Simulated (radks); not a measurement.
Zn III, configuration [Ar] 3d10.

Calculated with a radial shooting solver on a logarithmic mesh with Libxc functionals: scalar-relativistic Kohn-Sham, PBE, spin-polarised, spherical densities, finite nucleus; Fermi nuclear charge, rms radius 3.9283 fm.

Energy parts (hartree):
| part | energy |
|---|---|
| total | -1794.96883 |
| kinetic | 1823.55820 |
| electron-nucleus | -4304.12562 |
| Hartree | 756.67601 |
| exchange-correlation | -71.07742 |

Orbitals (lengths in bohr, moments of r in powers of bohr; r(max) is where P^2 peaks):
1s: occ. 2; eigenvalue (hartree) -350.8338; r(max) 0.03291; <r^2> 0.003405
2s: occ. 2; eigenvalue (hartree) -43.32172; r(max) 0.1892; <r^2> 0.06036
2p: occ. 6; eigenvalue (hartree) -37.65310; r(max) 0.1521; <r^2> 0.04820
3s: occ. 2; eigenvalue (hartree) -5.51651; r(max) 0.5884; <r^2> 0.5371
3p: occ. 6; eigenvalue (hartree) -3.83325; r(max) 0.5927; <r^2> 0.6021
3d: occ. 10; eigenvalue (hartree) -1.13394; r(max) 0.5671; <r^2> 1.020

The highest occupied level is 3d at -30.856 eV. Summed over all electrons, <r^2> = 15.31 bohr^2, which gives a Langevin (diamagnetic) susceptibility term of -12.1 x 10^-6 cm^3/mol.
